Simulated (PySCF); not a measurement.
**Radial density of Mg⁺ (magnesium, charge +1)**

BLYP, [Ne] 3p1, 2P determinant (an excited configuration). Computed with PySCF 2.14 in aug-cc-pVDZ-DK, with the spin-free X2C one-electron Hamiltonian (Gaussian nucleus).

```
r (bohr)  4πr²ρ (e/bohr)  4πr²(ρα − ρβ)
 0.00208         0.06336         0.0000
 0.00350          0.1706         0.0000
 0.00589          0.4409         0.0000
 0.00990           1.108         0.0000
  0.0167           2.625         0.0000
  0.0280           5.605         0.0001
  0.0471           9.989         0.0004
  0.0793           13.25         0.0019
   0.133           11.26         0.0084
   0.224           7.409         0.0264
   0.377           9.823         0.0465
   0.634           10.07         0.0271
    1.07           3.526         0.0038
    1.79          0.4527         0.1644
    3.02          0.3582         0.3549
    5.08         0.09319         0.0932
    8.54        0.003390         0.0034
```

Densities and radii are taken from the X2C orbitals without a picture-change correction, which distorts them close to the nucleus.
